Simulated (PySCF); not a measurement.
**Vibration and rotation of CaSb**

UHF-CCSD(T) constants of CaSb, ⁴Σ⁻ (quartet), unpaired electrons σ ↑, π ↑↑ (PySCF, scalar-relativistic core potentials, basis sets Ca def2-SVP, Sb def2-SVP with ECP28; masses 39.9626 and 120.9038 u):

```
ωe            : 145.0 cm⁻¹
ωexe          : 1.08 cm⁻¹
Be            : 0.053551 cm⁻¹
αe            : 0.000370 cm⁻¹
De to Ca + Sb : 0.396 eV
```

(1) What force constant and bond length do these constants imply?

(2) Estimate the centrifugal constant D from the Kratzer relation and find the Dunham coefficient a1.

Correlated steps freeze 9 core orbitals. The bond is weak. Basis-set superposition, not corrected here, can be much of De in a small basis, most of all at correlated wavefunction levels. Spin–orbit coupling is left out, which matters for elements this heavy, above all for dissociation energies. The state is the lowest determinant that a PBE0 search found; another state may lie lower at other levels.

Results:

(1) Reduced mass μred = 30.035 u; k = 5.8918×10⁻⁷·μred·ωe² (u, cm⁻¹, mdyn/Å) = 0.372 mdyn/Å; Re = √(16.8576/(μred·Be)) (u, cm⁻¹, Å) = 3.237 Å.

(2) D = 4Be³/ωe² = 2.92e-08 cm⁻¹; a1 = −1 − αeωe/(6Be²) = -4.12.
